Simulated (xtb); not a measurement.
Level of theory: GFN2-xTB run with xtb 6.7.1.

```
xtb start.xyz --ohess tight --gfn 2 --chrg 0 --uhf 0 --iterations 400

# start.xyz
11

Si     1.705899    -0.525384     0.535072
Si     0.059237     0.994217     0.052400
Si    -1.781948    -0.264245    -0.476714
Cl     0.602840     2.212353    -1.507124
H      1.975364    -1.408701    -0.630688
H      1.297707    -1.384790     1.678598
H      2.973109     0.158663     0.908800
H     -0.211170     1.889327     1.215582
H     -1.507762    -1.147915    -1.641102
H     -2.167889    -1.125310     0.673275
H     -2.945386     0.601784    -0.808098
```

Output:

```
[...]
         ::                     SUMMARY                     ::
         :::::::::::::::::::::::::::::::::::::::::::::::::::::
         :: total energy             -13.329437295618 Eh    ::
         :: gradient norm              0.000095826490 Eh/a0 ::
         :: HOMO-LUMO gap              3.754486980152 eV    ::
         ::.................................................::
         :: SCC energy               -13.410147482731 Eh    ::
         :: -> isotropic ES            0.033239425436 Eh    ::
         :: -> anisotropic ES         -0.000974819445 Eh    ::
         :: -> anisotropic XC          0.005084698555 Eh    ::
         :: -> dispersion             -0.008707388637 Eh    ::
         :: repulsion energy           0.080710187114 Eh    ::
         :: add. restraining           0.000000000000 Eh    ::
         :: total charge               0.000000000000 e     ::
         :::::::::::::::::::::::::::::::::::::::::::::::::::::

           -------------------------------------------------
          |                Numerical Hessian                |
           -------------------------------------------------
step length          :   0.00500
SCC accuracy         :   0.30000
Hessian scale factor :   1.00000
frozen atoms in %    :   0.00000    0
RMS gradient         :   0.00010
estimated CPU  time      0.01 min
estimated wall time      0.01 min

writing file <hessian>.

 projected vibrational frequencies (cm⁻¹)
eigval :       -0.00    -0.00    -0.00     0.00     0.00     0.00
eigval :       40.59    43.16    84.22   112.68   134.31   346.86
eigval :      399.10   420.17   428.29   458.68   482.96   496.86
eigval :      594.10   642.08   765.88   789.60   795.93   804.92
eigval :      812.42   822.99  2113.89  2230.96  2232.31  2237.78
eigval :     2240.90  2242.56  2243.50
           -------------------------------------------------
          |                Property Printout                |
           -------------------------------------------------

    * Orbital Energies and Occupations

         #    Occupation            Energy/Eh            Energy/eV
      -------------------------------------------------------------
         1        2.0000           -1.0516943             -28.6181
         2        2.0000           -0.7756792             -21.1073
         3        2.0000           -0.7102490             -19.3269
         4        2.0000           -0.6163236             -16.7710
         5        2.0000           -0.4518780             -12.2962
         6        2.0000           -0.4373776             -11.9016
         7        2.0000           -0.4362807             -11.8718
         8        2.0000           -0.4345203             -11.8239
         9        2.0000           -0.4341677             -11.8143
        10        2.0000           -0.4326492             -11.7730
        11        2.0000           -0.4307968             -11.7226
        12        2.0000           -0.3955582             -10.7637
        13        2.0000           -0.3645593              -9.9202 (HOMO)
        14                         -0.2265845              -6.1657 (LUMO)
        15                         -0.2224963              -6.0544
        16                         -0.2040082              -5.5513
        17                         -0.1897345              -5.1629
        18                         -0.1893554              -5.1526
        19                         -0.1724283              -4.6920
        20                         -0.1633305              -4.4444
        21                         -0.1480285              -4.0281
        22                         -0.1277538              -3.4764
        23                         -0.1082924              -2.9468
        24                         -0.0781124              -2.1255
       ...                                ...                  ...
        43                          0.8947673              24.3479
      -------------------------------------------------------------
                  HL-Gap            0.1379749 Eh            3.7545 eV
             Fermi-level           -0.2955719 Eh           -8.0429 eV

     #   Z          covCN         q      C6AA      α(0)
     1  14 Si       3.692     0.372   100.416    19.195
     2  14 Si       3.593     0.352   101.956    19.400
     3  14 Si       3.692     0.372   100.415    19.194
     4  17 Cl       0.803    -0.352   110.410    16.074
     5   1 H        0.918    -0.106     5.792     3.764
     6   1 H        0.918    -0.123     6.448     3.972
     7   1 H        0.918    -0.091     5.256     3.586
     8   1 H        0.915    -0.104     5.702     3.735
     9   1 H        0.918    -0.106     5.791     3.764
    10   1 H        0.918    -0.123     6.447     3.971
    11   1 H        0.918    -0.091     5.258     3.586

 Mol. C6AA /au·bohr⁶  :       3269.349518
 Mol. C8AA /au·bohr⁸  :     143915.095214
 Mol. α(0) /au        :        100.240018

Wiberg/Mayer (AO) data.
largest (>0.10) Wiberg bond orders for each atom

 ---------------------------------------------------------------------------
     #   Z sym  total        # sym  WBO       # sym  WBO       # sym  WBO
 ---------------------------------------------------------------------------
     1  14 Si   3.649 --     6 H    0.901     5 H    0.898     7 H    0.898
                             2 Si   0.837
     2  14 Si   3.754 --     4 Cl   1.001     8 H    0.890     3 Si   0.837
                             1 Si   0.837
     3  14 Si   3.649 --    10 H    0.901     9 H    0.898    11 H    0.898
                             2 Si   0.837
     4  17 Cl   1.071 --     2 Si   1.001
     5   1 H    0.989 --     1 Si   0.898
     6   1 H    0.985 --     1 Si   0.901
     7   1 H    0.991 --     1 Si   0.898
     8   1 H    0.989 --     2 Si   0.890
     9   1 H    0.989 --     3 Si   0.898
    10   1 H    0.985 --     3 Si   0.901
    11   1 H    0.991 --     3 Si   0.898
 ---------------------------------------------------------------------------

Topologies differ in total number of bonds
Writing topology from bond orders to xtbtopo.mol

molecular dipole:
                 x           y           z       tot (Debye)
 q only:       -0.271      -0.789       0.728
   full:       -0.152      -0.320       0.438       1.433
molecular quadrupole (traceless):
                xx          xy          yy          xz          yz          zz
 q only:        3.278      -2.012      -3.503       1.427       5.042       0.225
  q+dip:        1.170      -1.528      -1.941       0.522       4.403       0.771
Molecule has the following symmetry elements: (sigma)
It seems to be the Cs point group
   full:        0.307      -1.133      -1.356       0.074       3.455       1.048

           -------------------------------------------------
          |                Geometry Summary                 |
           -------------------------------------------------

      molecular mass/u    :      126.7650190
   center of mass at/Å    :        0.1523937       0.5899332      -0.3730826
  moments of inertia/u·Å² :        0.2214267E+03   0.2823475E+03   0.4652944E+03
rotational constants/cm⁻¹ :        0.7613189E-01   0.5970527E-01   0.3623004E-01

 * 10 selected distances

     #   Z          #   Z                                           value/Å
     1  14 Si       2  14 Si                                      2.3267239 (max)
     2  14 Si       3  14 Si                                      2.3264251
     2  14 Si       4  17 Cl                                      2.0603780
     1  14 Si       5   1 H                                       1.4655810
     1  14 Si       6   1 H                                       1.4654098
     1  14 Si       7   1 H                                       1.4652151 (min)
     2  14 Si       8   1 H                                       1.4749137
     3  14 Si       9   1 H                                       1.4655898
     3  14 Si      10   1 H                                       1.4654139
     3  14 Si      11   1 H                                       1.4652290

 * 3 distinct bonds (by element types)

   Z      Z             #   av. dist./Å        max./Å        min./Å
   1 H   14 Si          7     1.4667646     1.4749137     1.4652151
  14 Si  14 Si          2     2.3265745     2.3267239     2.3264251
  14 Si  17 Cl          1     2.0603780     2.0603780     2.0603780

           -------------------------------------------------
          |               Frequency Printout                |
           -------------------------------------------------
 projected vibrational frequencies (cm⁻¹)
eigval :       -0.00    -0.00    -0.00     0.00     0.00     0.00
eigval :       40.59    43.16    84.22   112.68   134.31   346.86
eigval :      399.10   420.17   428.29   458.68   482.96   496.86
eigval :      594.10   642.08   765.88   789.60   795.93   804.92
eigval :      812.42   822.99  2113.89  2230.96  2232.31  2237.78
eigval :     2240.90  2242.56  2243.50
 reduced masses (amu)
   1: 25.61   2: 28.95   3: 25.27   4: 31.12   5: 28.59   6: 26.34   7:  2.06   8:  1.26
   9: 24.27  10: 28.79  11: 25.04  12: 25.73  13:  4.86  14:  4.92  15:  9.68  16:  7.44
  17: 24.25  18: 21.93  19:  4.49  20:  2.70  21:  3.24  22:  3.29  23:  1.85  24:  1.94
  25:  1.82  26:  1.87  27:  1.87  28:  1.97  29:  2.08  30:  1.72  31:  1.77  32:  1.50
  33:  2.10
 IR intensities (km·mol⁻¹)
   1:  0.21   2:  0.09   3:  0.11   4:  0.06   5:  0.04   6:  0.08   7:  0.05   8:  0.01
   9:  2.54  10:  4.37  11:  6.55  12: 23.44  13: 16.76  14:  2.16  15: 45.73  16: 37.84
  17: 13.04  18:  9.07  19:452.70  20:258.60  21:809.80  22:207.28  23: 65.84  24:279.05
  25:  1.56  26:258.50  27:195.40  28: 70.58  29:  0.35  30:132.31  31:442.79  32:216.31
  33:749.12
 Raman intensities (Ä⁴*amu⁻¹)
   1:  0.00   2:  0.00   3:  0.00   4:  0.00   5:  0.00   6:  0.00   7:  0.00   8:  0.00
   9:  0.00  10:  0.00  11:  0.00  12:  0.00  13:  0.00  14:  0.00  15:  0.00  16:  0.00
  17:  0.00  18:  0.00  19:  0.00  20:  0.00  21:  0.00  22:  0.00  23:  0.00  24:  0.00
  25:  0.00  26:  0.00  27:  0.00  28:  0.00  29:  0.00  30:  0.00  31:  0.00  32:  0.00
  33:  0.00
 output can be read by thermo (or use thermo option).
 writing <g98.out> molden fake output.
 recommended (thermochemical) frequency scaling factor: 1.0
           -------------------------------------------------
          |             Thermodynamic Functions             |
           -------------------------------------------------

cs  symmetry found (for desy threshold:  0.10E+00) used in thermo

          ...................................................
          :                      SETUP                      :
          :.................................................:
          :  # frequencies                          27      :
          :  # imaginary freq.                       0      :
          :  linear?                             false      :
          :  only rotor calc.                    false      :
          :  symmetry                               cs      :
          :  rotational number                       1      :
          :  scaling factor                  1.0000000      :
          :  rotor cutoff                   50.0000000 cm⁻¹ :
          :  imag. cutoff                  -20.0000000 cm⁻¹ :
          :.................................................:

    mode    ω/cm⁻¹     T·S(HO)/kcal·mol⁻¹    T·S(FR)/kcal·mol⁻¹   T·S(vib)
   ------------------------------------------------------------------------
       1     40.59    -1.55929 ( 30.29%)    -1.11791 ( 69.71%)    -1.25159
       2     43.16    -1.52310 ( 35.70%)    -1.09977 ( 64.30%)    -1.25090
       3     84.22    -1.12997 ( 88.95%)    -0.90189 ( 11.05%)    -1.10477
       4    112.68    -0.96071 ( 96.27%)    -0.81571 (  3.73%)    -0.95529
       5    134.31    -0.85968 ( 98.12%)    -0.76371 (  1.88%)    -0.85787
   ------------------------------------------------------------------------

   temp. (K)  partition function   enthalpy   heat capacity  entropy
                                   cal/mol     cal/K/mol   cal/K/mol   J/K/mol
 298.15  VIB  0.147E+04             4139.079     24.018     26.322
         ROT  0.412E+06              888.752      2.981     28.674
         INT  0.605E+09             5027.831     26.999     54.996
         TR   0.138E+28             1481.254      4.968     40.407
         TOT                        6509.0851    31.9667    95.4023   399.1633

       T/K    H(0)-H(T)+PV         H(T)/Eh          T*S/Eh         G(T)/Eh
   ------------------------------------------------------------------------
    298.15    0.103729E-01    0.673674E-01    0.453287E-01    0.220387E-01
   ------------------------------------------------------------------------

         :::::::::::::::::::::::::::::::::::::::::::::::::::::
         ::                  THERMODYNAMIC                  ::
         :::::::::::::::::::::::::::::::::::::::::::::::::::::
         :: total free energy         -13.307398608099 Eh   ::
         ::.................................................::
         :: total energy              -13.329437295625 Eh   ::
         :: zero point energy           0.056994518436 Eh   ::
         :: G(RRHO) w/o ZPVE           -0.034955830910 Eh   ::
         :: G(RRHO) contrib.            0.022038687526 Eh   ::
         :::::::::::::::::::::::::::::::::::::::::::::::::::::

optimized geometry written to: xtbopt.xyz

           -------------------------------------------------
          | TOTAL ENERGY              -13.329437295625 Eh   |
          | TOTAL ENTHALPY            -13.262069889752 Eh   |
          | TOTAL FREE ENERGY         -13.307398608099 Eh   |
          | GRADIENT NORM               0.000095752683 Eh/α |
          | HOMO-LUMO GAP               3.754487036209 eV   |
           -------------------------------------------------

------------------------------------------------------------------------
```

Cost: roughly 0.9 core-seconds.
